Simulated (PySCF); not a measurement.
**Nickel: a sound run and one with changed settings**

Sound run: Ni [Ar] 3d8 4s2, Ni⁺ [Ar] 3d9. All numbers are calculated (PySCF 2.14, the spin-free X2C one-electron Hamiltonian (Gaussian nucleus), in jorge-DZP-DKH). In the sound run the correlated levels freeze [Ar]. The sound run starts from symmetry-adapted Hartree-Fock orbitals and uses a fine grid where one is needed.

Changed run: initial guess sap, at most 50 SCF cycles.

```
species  method  sound run (hartree)  changed run (hartree)  converged
     Ni     UHF          -1518.99697            -1518.90340        yes
     Ni    BP86          -1520.69878            -1520.60281         no
     Ni     LDA          -1517.67562            -1517.59881         no
    Ni⁺     UHF          -1518.67849            -1518.67845        yes
    Ni⁺    BP86                  n/a            -1520.39662        yes
    Ni⁺     LDA          -1517.37719            -1517.36920         no
    Ni⁺     MP2          -1518.92135            -1518.92132        yes
```

The plain start fixes occupations by D2h representation alone, and Ni at UHF, Ni⁺ at BP86 landed in another state (other ⟨L²⟩ or ⟨S²⟩).
